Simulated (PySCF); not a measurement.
**How methods differ on the excitation energy of Ag²⁺**

Ag²⁺ [Kr] 4d9 (2D) → Ag²⁺ [Kr] 4d8 5p1 (high-spin determinant), as a difference of total energies. Computed with PySCF 2.14 in x2c-TZVPPall (8s6p6d2f1g, 79 functions), with scalar relativity by spin-free X2C-1e. Correlated levels: valence: [Kr] frozen. The calculations carry no spin-orbit coupling.

```tsv
method	excitation energy (eV)
UHF	13.965
MP2 (valence)	15.129
SCS-MP2 (valence)	15.188
CCSD (valence)	14.899
CCSD(T) (valence)	14.917
```

How much does correlation contribute at CCSD(T) (valence)?

14.917 − (13.965) = 0.952 eV, measured against UHF.

The basis was made for the ground configuration and has no added diffuse functions, so the excitation energy can come out too high.

The determinant of the upper state mixes LS terms, which raises its energy above the lowest term, most at the Hartree-Fock and MP2 levels.
